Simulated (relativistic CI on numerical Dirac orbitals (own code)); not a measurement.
## Charge states of thallium

Method of calculation: Dirac-Coulomb-Breit CI, KLI orbitals optimised for each configuration, model QED, valence Slater integrals scaled by 0.9 (own radial code, finite nucleus).

Each species is treated in one configuration, given outside its closed core. Radial values are for the open shell of highest l, unscaled and averaged over j; ζ includes the Breit term. Labels give the leading LS character, summed over repeated terms.

| Ion | Configuration | Its lowest level | LS weight (%) | ⟨r⟩ (bohr) | ⟨r²⟩ (bohr²) | ζ (cm⁻¹) | g_J | g√(J(J+1)) |
| --- | --- | --- | --- | --- | --- | --- | --- | --- |
| Tl24+ | 4d10 4f11 | 4I°_15/2 | 90 | 0.421 | 0.2058 | 11480 | 1.184 | 9.45 |
| Tl25+ | 4d10 4f10 | 5I_8 | 75 | 0.4149 | 0.1994 | 11870 | 1.212 | 10.28 |
| Tl26+ | 4d10 4f9 | 6H°_15/2 | 65 | 0.409 | 0.1934 | 12260 | 1.272 | 10.16 |
| Tl27+ | 4d10 4f8 | 7F_6 | 64 | 0.4034 | 0.1877 | 12660 | 1.418 | 9.19 |
| Tl28+ | 4d10 4f7 | ? | ? | ? | ? | ? | ? | ? |
| Tl29+ | 4d10 4f6 | J = 0 (mixed) | 44 | 0.3928 | 0.1773 | 13480 |  | 0.00 |
| Tl30+ | 4d10 4f5 | J = 5/2 (mixed) | 45 | 0.3878 | 0.1725 | 13900 | 0.538 | 1.59 |
| Tl31+ | 4d10 4f4 | 5I_4 | 67 | 0.3829 | 0.1679 | 14340 | 0.681 | 3.04 |
| Tl32+ | 4d10 4f3 | 4I°_9/2 | 73 | 0.3782 | 0.1635 | 14780 | 0.779 | 3.87 |
| Tl33+ | 4d10 4f2 | 3H_4 | 84 | 0.3737 | 0.1594 | 15230 | 0.831 | 3.72 |
| Tl34+ | 4d10 4f | 2F°_5/2 | 100 | 0.3693 | 0.1554 | 15690 | 0.852 | 2.52 |
| Tl35+ | 4d10 | 1S_0 | 100 |  |  |  |  | 0.00 |
| Tl36+ | 4d9 | 2D_5/2 | 100 | 0.3848 | 0.1694 | 88100 | 1.195 | 3.54 |
| Tl37+ | 4d8 | 3F_4 | 87 | 0.3821 | 0.167 | 89590 | 1.213 | 5.42 |
| Tl38+ | 4d7 | 4F_9/2 | 59 | 0.3794 | 0.1647 | 91090 | 1.225 | 6.10 |
| Tl39+ | 4d6 | J = 4 (mixed) | 41 | 0.3768 | 0.1624 | 92610 | 1.248 | 5.58 |
| Tl40+ | 4d5 | J = 5/2 (mixed) | 25 | 0.3742 | 0.1602 | 94140 | 1.293 | 3.82 |
| Tl41+ | 4d4 | 3P_0 | 60 | 0.3717 | 0.158 | 95680 |  | 0.00 |
| Tl42+ | 4d3 | J = 3/2 (mixed) | 45 | 0.3691 | 0.1558 | 97250 | 0.721 | 1.40 |
| Tl43+ | 4d2 | 3F_2 | 73 | 0.3666 | 0.1537 | 98820 | 0.766 | 1.88 |
| Tl44+ | 4d | 2D_3/2 | 100 | 0.3642 | 0.1517 | 100400 | 0.794 | 1.54 |
| Tl45+ | 3d10 4s2 4p6 | 1S_0 | 100 |  |  |  |  | 0.00 |
| Tl46+ | 3d10 4s2 4p5 | 2P°_3/2 | 100 | 0.3618 | 0.1484 | 817800 | 1.328 | 2.57 |
| Tl47+ | 3d10 4s2 4p4 | 3P_2 | 69 | 0.36 | 0.1469 | 827800 | 1.338 | 3.28 |

Fill in the row of Tl28+.

Its lowest level 8S°_7/2; LS weight (%) 66; ⟨r⟩ (bohr) 0.398; ⟨r²⟩ (bohr²) 0.1824; ζ (cm⁻¹) 13060; g_J 1.873; g√(J(J+1)) 7.43.
